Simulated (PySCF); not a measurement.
**Atomic charges against the basis set**

C₃H₇NOSi.
Geometry (PBE0-D3(BJ)/def2-SVP, Å), atoms numbered from 1 in this order:
```xyz
13
C3H7NOSi angstrom
C     -1.9453   -0.2569   -0.7505
C     -0.6162   -0.6212   -0.1375
O      0.1331    0.5606    0.0838
Si     1.6319    0.6152    0.7651
C      2.7878   -0.4305   -0.2637
N      3.4737   -1.0991   -0.9175
H     -1.7961    0.2601   -1.7097
H     -2.5076    0.4125   -0.0830
H     -2.5480   -1.1596   -0.9300
H     -0.0547   -1.2990   -0.8069
H     -0.7647   -1.1577    0.8187
H      1.6683    0.0395    2.1382
H      2.1133    2.0143    0.7211
```

PBE0 throughout (PySCF), one geometry, spherical d and f functions. One conformer (not necessarily the lowest) at the PBE0-D3(BJ)/def2-SVP geometry, without solvent, vibrations or thermal averaging. Atoms taken as equivalent share a column and are averaged. The first 7 of 9 kinds of atom are listed.

Mulliken charges (e):

```
        basis  functions      C1      C2      O3     Si4      C5      N6  H7/H8/H9
       STO-3G         41  -0.236  -0.042  -0.366  +0.782  -0.146  -0.202    +0.087
        6-31G         72  -0.486  -0.055  -0.730  +0.994  -0.134  -0.274    +0.179
     pcSseg-0         72  -0.654  -0.147  -0.844  +1.216  -0.275  -0.381    +0.240
       6-31G*        102  -0.540  -0.074  -0.565  +0.678  -0.020  -0.261    +0.188
      cc-pVDZ        123  -0.091  +0.074  -0.422  +0.551  -0.172  -0.110    +0.054
     def2-SVP        123  -0.100  +0.132  -0.496  +0.662  -0.275  -0.059    +0.054
  aug-cc-pVDZ        205  +0.356  +0.925  -0.901  +0.292  +0.032  -0.358    -0.118
6-311+G(2d,p)        212  -0.484  -0.144  -0.574  +0.938  -0.174  -0.235    +0.154
    def2-TZVP        234  -0.342  -0.064  -0.327  +0.409  -0.236  -0.031    +0.125
      cc-pVTZ        282  -0.286  +0.026  -0.306  +0.403  -0.203  -0.058    +0.101
     IGLO-III        289  -0.342  -0.116  -0.465  +0.979  -0.067  -0.305    +0.124
     pcSseg-2        321  -0.069  +0.179  -0.559  +0.840  -0.201  -0.131    +0.035
```

IAO charges (e):

```
        basis  functions      C1      C2      O3     Si4      C5      N6  H7/H8/H9
       STO-3G         41  -0.400  -0.125  -0.456  +0.890  -0.204  -0.153    +0.141
        6-31G         72  -0.430  -0.068  -0.591  +0.851  -0.167  -0.173    +0.155
     pcSseg-0         72  -0.427  -0.063  -0.590  +0.875  -0.175  -0.174    +0.153
       6-31G*        102  -0.417  -0.038  -0.627  +0.984  -0.185  -0.182    +0.148
      cc-pVDZ        123  -0.415  -0.035  -0.623  +0.971  -0.187  -0.176    +0.146
     def2-SVP        123  -0.405  -0.032  -0.623  +0.986  -0.189  -0.174    +0.143
  aug-cc-pVDZ        205  -0.426  -0.041  -0.632  +0.977  -0.176  -0.192    +0.150
6-311+G(2d,p)        212  -0.427  -0.043  -0.642  +1.011  -0.183  -0.192    +0.151
    def2-TZVP        234  -0.428  -0.041  -0.645  +1.023  -0.187  -0.189    +0.151
      cc-pVTZ        282  -0.429  -0.041  -0.640  +1.008  -0.186  -0.187    +0.151
     IGLO-III        289  -0.429  -0.043  -0.644  +1.020  -0.185  -0.192    +0.152
     pcSseg-2        321  -0.428  -0.041  -0.644  +1.021  -0.185  -0.190    +0.151
```

Hirshfeld charges (e):

```json
{"basis": "STO-3G", "functions": "41", "C1": "-0.040", "C2": "+0.068", "O3": "-0.231", "Si4": "+0.522", "C5": "-0.085", "N6": "-0.178", "H7/H8/H9": "+0.020"}
{"basis": "6-31G", "functions": "72", "C1": "-0.097", "C2": "+0.032", "O3": "-0.259", "Si4": "+0.452", "C5": "-0.053", "N6": "-0.177", "H7/H8/H9": "+0.043"}
{"basis": "pcSseg-0", "functions": "72", "C1": "-0.102", "C2": "+0.028", "O3": "-0.237", "Si4": "+0.469", "C5": "-0.051", "N6": "-0.178", "H7/H8/H9": "+0.042"}
{"basis": "6-31G*", "functions": "102", "C1": "-0.099", "C2": "+0.030", "O3": "-0.228", "Si4": "+0.428", "C5": "-0.037", "N6": "-0.188", "H7/H8/H9": "+0.043"}
{"basis": "cc-pVDZ", "functions": "123", "C1": "-0.112", "C2": "+0.017", "O3": "-0.204", "Si4": "+0.438", "C5": "-0.044", "N6": "-0.181", "H7/H8/H9": "+0.045"}
{"basis": "def2-SVP", "functions": "123", "C1": "-0.115", "C2": "+0.018", "O3": "-0.208", "Si4": "+0.442", "C5": "-0.037", "N6": "-0.186", "H7/H8/H9": "+0.045"}
{"basis": "aug-cc-pVDZ", "functions": "205", "C1": "-0.125", "C2": "+0.006", "O3": "-0.227", "Si4": "+0.458", "C5": "-0.040", "N6": "-0.196", "H7/H8/H9": "+0.050"}
{"basis": "6-311+G(2d,p)", "functions": "212", "C1": "-0.116", "C2": "+0.009", "O3": "-0.229", "Si4": "+0.457", "C5": "-0.039", "N6": "-0.197", "H7/H8/H9": "+0.048"}
{"basis": "def2-TZVP", "functions": "234", "C1": "-0.120", "C2": "+0.009", "O3": "-0.221", "Si4": "+0.448", "C5": "-0.037", "N6": "-0.195", "H7/H8/H9": "+0.048"}
{"basis": "cc-pVTZ", "functions": "282", "C1": "-0.121", "C2": "+0.009", "O3": "-0.216", "Si4": "+0.445", "C5": "-0.037", "N6": "-0.192", "H7/H8/H9": "+0.048"}
{"basis": "IGLO-III", "functions": "289", "C1": "-0.125", "C2": "+0.006", "O3": "-0.220", "Si4": "+0.449", "C5": "-0.036", "N6": "-0.200", "H7/H8/H9": "+0.049"}
{"basis": "pcSseg-2", "functions": "321", "C1": "-0.125", "C2": "+0.005", "O3": "-0.225", "Si4": "+0.454", "C5": "-0.036", "N6": "-0.195", "H7/H8/H9": "+0.050"}
```

ESP-fitted charges (e):

```csv
basis,functions,C1,C2,O3,Si4,C5,N6,H7/H8/H9
STO-3G,41,-0.486,+0.154,-0.266,+0.436,+0.157,-0.359,+0.134
6-31G,72,-0.495,+0.327,-0.526,+0.567,+0.163,-0.372,+0.138
pcSseg-0,72,-0.531,+0.413,-0.545,+0.687,+0.121,-0.371,+0.142
6-31G*,102,-0.460,+0.307,-0.389,+0.439,+0.140,-0.348,+0.128
cc-pVDZ,123,-0.412,+0.304,-0.357,+0.390,+0.130,-0.334,+0.114
def2-SVP,123,-0.404,+0.325,-0.389,+0.451,+0.132,-0.343,+0.111
aug-cc-pVDZ,205,-0.448,+0.294,-0.359,+0.386,+0.168,-0.373,+0.125
"6-311+G(2d,p)",212,-0.474,+0.300,-0.367,+0.392,+0.155,-0.366,+0.132
def2-TZVP,234,-0.460,+0.315,-0.354,+0.388,+0.160,-0.365,+0.126
cc-pVTZ,282,-0.445,+0.300,-0.351,+0.400,+0.148,-0.357,+0.123
IGLO-III,289,-0.445,+0.293,-0.355,+0.388,+0.160,-0.368,+0.125
pcSseg-2,321,-0.465,+0.314,-0.378,+0.425,+0.157,-0.368,+0.129
```

Some averages cover members that differ in this geometry, most widely: H7/H8/H9, Mulliken in aug-cc-pVDZ -0.134 to -0.096 e.

Q: Which scheme is steadiest as the basis changes?

A: Largest range over the bases for any column: Hirshfeld 0.09 e, IAO 0.19 e, ESP-fitted 0.30 e, Mulliken 1.07 e. Hirshfeld charges move least and Mulliken charges most, counted in e. Without the minimal STO-3G basis the ranges are Hirshfeld 0.05, IAO 0.17, ESP-fitted 0.30, Mulliken 1.07 e.

Q: How much do the charges still move between the two largest bases, IGLO-III and pcSseg-2?

A: At most, over all atoms: Mulliken 0.295 e, IAO 0.002 e, Hirshfeld 0.006 e, ESP-fitted 0.038 e.

Q: What do the same runs give for the total energy, the frontier levels and the dipole moment?

A: 
```
        basis  energy (Eh)  HOMO (eV)  LUMO (eV)  μ (D)
       STO-3G    -531.0891      -4.79       3.95   3.09
        6-31G    -537.4576      -8.38      -0.68   2.97
     pcSseg-0    -536.6812      -8.52      -0.83   3.13
       6-31G*    -537.5820      -8.54      -0.65   3.14
      cc-pVDZ    -537.6107      -8.56      -0.66   3.11
     def2-SVP    -537.3279      -8.65      -0.72   3.11
  aug-cc-pVDZ    -537.6298      -8.70      -1.00   3.34
6-311+G(2d,p)    -537.6912      -8.76      -1.08   3.35
    def2-TZVP    -537.7163      -8.75      -0.99   3.31
      cc-pVTZ    -537.7079      -8.71      -0.91   3.27
     IGLO-III    -537.7207      -8.75      -0.99   3.36
     pcSseg-2    -537.7223      -8.77      -1.04   3.31
```

The dipole is fixed by the density alone, so its range of 0.39 D shows that the density itself changes with the basis, not only its division among atoms.
